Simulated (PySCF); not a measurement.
An unknown shows these calculated signals:

¹H NMR (400 MHz, computed): δ 6.86 (br s, 1H), 5.23 (m, 1H), 5.15 (m, 1H), 2.26 (m, 1H), 2.14 (m, 1H), 1.85 (m, 1H), 1.59 (m, 1H), 1.58 (m, 1H), 1.23 (m, 3H).

¹³C{¹H} NMR (computed): δ 185.7 (C), 93.2 (CH), 39.1 (CH), 24.3 (CH2), 22.3 (CH3), 10.0 (CH2).

PySCF 2.14.0 with density-fitted response routines calculation with NMR shieldings at PBE0/pcSseg-1/GIAO and GFN2-xTB geometry; averaged over atoms made equivalent by symmetry, fast rotation or ring inversion, a single conformation, relativity neglected, isolated molecule.

δ = σ(ref) − σ, references computed at the same level: TMS for ¹H, ¹³C.

Q: Which of these does the molecule contain: a heteroaromatic ring, a C≡C triple bond, a carboxylic acid, an OH group, a ketone, a Si–H bond?

A: 
- A heteroaromatic ring: no.
- A C≡C triple bond: no.
- A carboxylic acid: yes (δC 185.7; δH 6.86 (br s)).
- An OH group: yes (δH 6.86 (br s)).
- A ketone: no.
- A Si–H bond: yes (δH 5.23 (m)).

The data belong to SMILES C[C@@H](F)[C@H]1CC[Si@H]1C(=O)O, C6H11FO2Si; they needn't prove each group on their own.

Carbon signals by region: 1 in the far downfield region (above 160 ppm), 1 at 50–100 ppm, 4 below 50 ppm. Above 160 ppm: 185.7, carbonyl carbon.

Exchangeable OH/NH protons stand at their gas-phase positions; hydrogen bonding in a real sample shifts them, mostly to higher δ. Splittings by ¹⁹F in the carbon and heteronuclear signals aren't shown, as no couplings were computed. Shifts are as computed. Against solution values, carbons near 30 ppm lie about +3 ppm off and those near 130 ppm about +5 ppm. Of 1309 compounds with measured shifts, 239 miss one by over three times the rms of a fit or turn the order of signals round; such compounds aren't used in these exercises. The C=O carbon of an acid or of an amide with N–H lies up to 10 ppm further downfield in solution, through hydrogen bonding that the calculation lacks. Multiplicities follow the n + 1 count of equivalent neighbours, as no J values were calculated; m marks all less simple cases, F and P coupling included.
